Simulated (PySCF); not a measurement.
Delta-SCF ions had no search for a lower state. Excitations are Tamm–Dancoff values on a coarser integration grid. The basis has no diffuse functions, so Rydberg states are missing or too high.

# C$_{3}$H$_{7}$ClSi, SMILES `C/C(Cl)=C\[SiH3]` (charge 0, multiplicity 1)

These are PBE-D3(BJ)/def2-TZVP // CAM-B3LYP-D3(BJ)/def2-TZVP in PySCF values and carry that method's errors.

| Quantity | Value |
|---|---|
| HOMO | -6.30 eV |
| dipole moment | 0.97 D |
| HOMO–LUMO gap | 4.65 eV |
| LUMO | -1.66 eV |
| S1 excitation (TDA) | 5.76 eV |
| S1 oscillator strength | 0.000 |
| brightest of the four lowest singlets (TDA) | 5.88 eV |
| T1 excitation (TDA) | 3.96 eV |
| S1–T1 gap (TDA) | 1.80 eV |
| vertical ionisation energy (Delta-SCF) | 9.16 eV |
| total energy | -867.7723 Ha |
| cost | around 3 core-minutes (rough) |

```xyz
12

C     -1.3451    -0.5315     0.7558
C     -0.9631     0.5258    -0.2213
Cl    -2.3293     1.4981    -0.7258
C      0.2422     0.7757    -0.7082
Si     1.7810    -0.1717    -0.2643
H     -0.4818    -1.1233     1.0555
H     -1.7871    -0.0832     1.6462
H     -2.0911    -1.1978     0.3213
H      0.3353     1.5914    -1.4158
H      2.0682    -0.0873     1.1855
H      1.6546    -1.6037    -0.6171
H      2.9161     0.4074    -1.0119
```
